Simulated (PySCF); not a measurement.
# Mass spectrum arithmetic for `C=CC(=C)[Se]C`

Species: `C=CC(=C)[Se]C`.

Calculated for natural abundance.

(1) What are the average molar mass and the monoisotopic mass?

(2) What cluster does the molecular ion M+• show when like nominal masses merge?

(3) Which m/z would the protonated, sodiated and deprotonated molecule have?

(4) Give the mass fraction of each element.

(5) Protons, neutrons, electrons, and exact less nominal mass of the monoisotopic species?

(6) What resolving power m/Δm just matches the spacing of the species with one 13C and with one 2H?

(7) List the species in which a single atom is changed from its most abundant isotope.

Answers

(1) For C5H8Se, with standard atomic weights, 5 × 12.011 + 1 × 78.971 + 8 × 1.008 = 147.090 g/mol. From the most abundant isotopes (12C, 80Se, 1H), 5 × 12.000000 + 1 × 79.916521 + 8 × 1.007825 = 147.9791 u.

(2) 
```tsv
nominal mass	m/z (centroid)	relative intensity
142	141.9845	1.8
144	143.9813	18.9
145	144.9821	16.4
146	145.9795	48.8
147	146.9828	2.7
148	147.9786	100.0
149	148.9820	5.5
150	149.9788	17.7
151	150.9822	1.0
```

Cut off at 0.1 %. One electron mass, 0.00055 u, is taken off. Abundances used (%; other tables differ somewhat): 12C 98.93, 13C 1.07; 74Se 0.89, 76Se 9.37, 77Se 7.63, 78Se 23.77, 80Se 49.61, 82Se 8.73; 1H 99.9885, 2H 0.0115.

(3) [M+H]+ 148.9864, [M+Na]+ 170.9683, [M−H]− 146.9718, for the monoisotopic species (arithmetic only; whether such ions form is another matter).

(4) C 40.83 %, Se 53.69 %, H 5.48 %.

(5) 72 protons, 76 neutrons and 72 electrons; 147.9791 − 148 = -0.0209 u.

(6) They lie 0.00292 u apart at mass 148.98, so m/Δm is about 51000.

(7) Intensity in % of the monoisotopic species:

```
isotope  mass shift (u)       m/z  intensity (%)
   74Se        -5.99404  141.9845           1.79
   76Se        -3.99731  143.9813          18.89
   77Se        -2.99661  144.9820          15.38
   78Se        -1.99921  145.9794          47.91
    13C        +1.00335  148.9819           5.41
     2H        +1.00628  148.9848           0.09
   82Se        +2.00018  149.9788          17.60
```

Species under 0.02 % are left out.
